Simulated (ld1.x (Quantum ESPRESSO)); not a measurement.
**Before and after: TM potential for bismuth (Bi)**

```
Element                 : bismuth
Generator               : ld1.x (Quantum ESPRESSO) 7.5
Type                    : norm-conserving Troullier–Martins (Kleinman–Bylander form)
Functional              : revPBE
Relativity              : scalar-relativistic
Frozen core             : [Xe] 4f14 5d10
Valence charge          : 5
Reference configuration : 6s2 6p2 (charge +1)
Partial waves           : 6p (bound): rc 1.95 bohr; 6s (bound): rc 1.50 bohr
Local potential         : the s channel
Core correction         : none
```

All-electron outer shells of the reference configuration (revPBE, scalar-relativistic, ld1.x):

```tsv
shell	level (eV)	outermost node (bohr)	outermost maximum (bohr)
6s	-22.03	0.98	1.86
6p	-11.36	1.14	2.35
```

Change: reference 6s2 6p1.

Cutoffs: the cutoffs (Ry, on a coarse ladder) from which the occupation-weighted sum of valence levels, in a spherical-Bessel basis at the reference potential, stays within 10 and 1 mRy of its value at 400 Ry; they do not see the model core or the augmentation charge, which bear on the density cutoff. Errors are all-electron minus pseudo energies relative to the spin-unpolarised reference configuration.

**Question.** What does the change do?

**Answer.** The potential gets neither clearly harder nor softer (55 Ry and 140 Ry → 55 Ry and 160 Ry); the bound ghost in d disappears.

```csv
quantity,base,changed
"cutoff, loose",55 Ry,55 Ry
"cutoff, tight",140 Ry,160 Ry
bound ghosts,d,none
"largest error over its own tests, meV",+208,+398
s: phases at 2.14 bohr within 0.05 rad from the reference energy up to (Ry; the scan ends near 5),0.3,-0.3
p: phases at 2.14 bohr within 0.05 rad from the reference energy up to (Ry; the scan ends near 5),to the end of the scan,4.9
```

 A true bound ghost makes a file unfit for plane-wave use even where its test errors are small: the radial tests pick states by their node count and pass the ghost by.
